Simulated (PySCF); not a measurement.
Ionisation energy of Nd³⁵⁺ by level of theory

Nd³⁵⁺ [Ar] 3d7 (4F) → Nd³⁶⁺ [Ar] 3d6 (5D), as a difference of total energies. Computed with PySCF 2.14 in an even-tempered Gaussian basis (18 s from 5.6 bohr⁻², ratio 2.5; 13 p from 7.3 bohr⁻², ratio 2.5; 8 d from 7.3 bohr⁻², ratio 2.5; 4 f from 31 bohr⁻², ratio 2.7; 3 g from 47 bohr⁻², ratio 2.7), with the spin-free X2C one-electron Hamiltonian (Gaussian nucleus). Correlated levels: outer shells: [Ne] frozen; virtual orbitals above 40 to 60 times the deepest correlated orbital energy dropped. The calculations carry no spin-orbit coupling.

| method | ionisation energy (eV) |
| --- | --- |
| UHF | 2428.4 |
| LDA | 2428.7 |
| PBE | 2429.3 |
| PBE0 | 2429.6 |
| r2SCAN | 2430.8 |
| BHandHLYP | 2429.8 |
| M06-2X | 2429.0 |
| MP2 (outer shells) | 2429.6 |
| SCS-MP2 (outer shells) | 2429.7 |

Spin-orbit coupling is strong in these open shells (close to jj coupling). The scalar numbers leave it out and a first-order estimate fails, so it can dominate the gap to the real levels.

Breit and QED terms and the two-electron picture change are absent.

For comparison: 2425 ± 5 eV (theoretical estimate listed by NIST; NIST Atomic Spectra Database, ionization energies).
